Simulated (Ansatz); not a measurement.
Reaction (silylene loss): `O[AsH][SiH3]` → `O[AsH2]` + `[SiH2]`

Calculated with Ansatz (gas phase, PBE0-D4/def2-TZVP geometries, no zero-point term in ΔE). CCSD(T)/CBS is the MP2 limit (def2-TZVPP, def2-QZVPP) plus CCSD(T) − MP2 in def2-TZVPP, frozen cores. This one scheme is used for every species. For As outer-core shells are correlated without core-valence functions, which leaves a few kJ/mol of doubt a bond. Scalar relativity is left out up to krypton. Each species was taken in one conformer, which may not be the lowest.

| species | CCSD/def2-TZVPP energy (Eh) |
| --- | --- |
| `O[AsH][SiH3]` | -2601.62637 |
| `O[AsH2]` | -2311.36970 |
| `[SiH2]` | -290.16329 |

Q: Work out ΔE.

A: ΔE = (-2311.36970) + (-290.16329) − (-2601.62637) = 0.09338 Eh = +58.6 kcal/mol. CCSD(T)/CBS gives +61.9 kcal/mol.

Largest T1 diagnostic among the species: 0.014.

At CCSD(T), def2-SVP lies −5.3 kcal/mol from the extrapolated value and def2-TZVPP −2.0 kcal/mol. Leaving LDA and LC-ωPBE aside and taking each functional with its dispersion term where it has one, the values, not all of them listed here, spread over 8.1 kcal/mol, from BLYP-D4 to r2SCAN0-D4. LDA lies +7.3 kcal/mol from PBE without D4. From PBE to PBE0 (25 % exact exchange), in def2-TZVPP and without D4, ΔE moves by +1.5 kcal/mol.
